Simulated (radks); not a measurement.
The oxygen ion O2+ inside a hard spherical wall (all orbitals vanish at R), configuration held at [He] 2s2 2p2 and not refilled when levels cross. All-electron calculation, scalar-relativistic Kohn-Sham, PBE, spin-polarised, spherical densities, point nucleus; open shells are filled with parallel spins first. Program: a radial shooting solver on a logarithmic mesh with Libxc functionals. Eigenvalues in eV for spin up, with the zero of energy where the potential of the charges vanishes at infinity; a dash marks a level that is unbound or too diffuse for the functional's potential to be trusted. A positive occupied level is held by the wall or, in an anion where self-interaction has pushed it up, behind a barrier. The pressure on the wall is -dE/dV.

[
 {"R (bohr)": "free", "E (hartree)": "-73.25079", "kinetic (hartree)": "73.213", "e(1s)": "-558.01", "e(2s)": "-60.130", "e(2p)": "-45.085", "e(3s, empty)": "-", "e(3p, empty)": "-", "pressure (GPa)": "0"},
 {"R (bohr)": "12", "E (hartree)": "-73.25079", "kinetic (hartree)": "73.213", "e(1s)": "-558.01", "e(2s)": "-60.130", "e(2p)": "-45.085", "e(3s, empty)": "-", "e(3p, empty)": "-", "pressure (GPa)": "< 0.0001"},
 {"R (bohr)": "10", "E (hartree)": "-73.25079", "kinetic (hartree)": "73.213", "e(1s)": "-558.01", "e(2s)": "-60.130", "e(2p)": "-45.085", "e(3s, empty)": "-", "e(3p, empty)": "-", "pressure (GPa)": "< 0.0001"},
 {"R (bohr)": "7", "E (hartree)": "-73.25079", "kinetic (hartree)": "73.213", "e(1s)": "-558.01", "e(2s)": "-60.130", "e(2p)": "-45.085", "e(3s, empty)": "-14.703", "e(3p, empty)": "-11.398", "pressure (GPa)": "< 0.0001"},
 {"R (bohr)": "6", "E (hartree)": "-73.25079", "kinetic (hartree)": "73.213", "e(1s)": "-558.01", "e(2s)": "-60.130", "e(2p)": "-45.085", "e(3s, empty)": "-14.431", "e(3p, empty)": "-10.946", "pressure (GPa)": "0.000434"},
 {"R (bohr)": "5", "E (hartree)": "-73.25073", "kinetic (hartree)": "73.214", "e(1s)": "-558.00", "e(2s)": "-60.127", "e(2p)": "-45.081", "e(3s, empty)": "-13.410", "e(3p, empty)": "-9.564", "pressure (GPa)": "0.0172"},
 {"R (bohr)": "3.5", "E (hartree)": "-73.24367", "kinetic (hartree)": "73.284", "e(1s)": "-557.65", "e(2s)": "-59.910", "e(2p)": "-44.822", "e(3s, empty)": "-4.700", "e(3p, empty)": "-0.078", "pressure (GPa)": "4.28"},
 {"R (bohr)": "3", "E (hartree)": "-73.21710", "kinetic (hartree)": "73.489", "e(1s)": "-556.73", "e(2s)": "-59.313", "e(2p)": "-44.124", "e(3s, empty)": "5.332", "e(3p, empty)": "9.705", "pressure (GPa)": "26.9"},
 {"R (bohr)": "2.5", "E (hartree)": "-73.09713", "kinetic (hartree)": "74.209", "e(1s)": "-553.83", "e(2s)": "-57.247", "e(2p)": "-41.822", "e(3s, empty)": "26.917", "e(3p, empty)": "29.418", "pressure (GPa)": "173"},
 {"R (bohr)": "2", "E (hartree)": "-72.56823", "kinetic (hartree)": "76.581", "e(1s)": "-545.64", "e(2s)": "-50.157", "e(2p)": "-34.565", "e(3s, empty)": "77.534", "e(3p, empty)": "72.806", "pressure (GPa)": "1190"},
 {"R (bohr)": "1.5", "E (hartree)": "-70.17913", "kinetic (hartree)": "84.307", "e(1s)": "-524.46", "e(2s)": "-23.872", "e(2p)": "-11.088", "e(3s, empty)": "213.90", "e(3p, empty)": "182.28", "pressure (GPa)": "9840"}
]
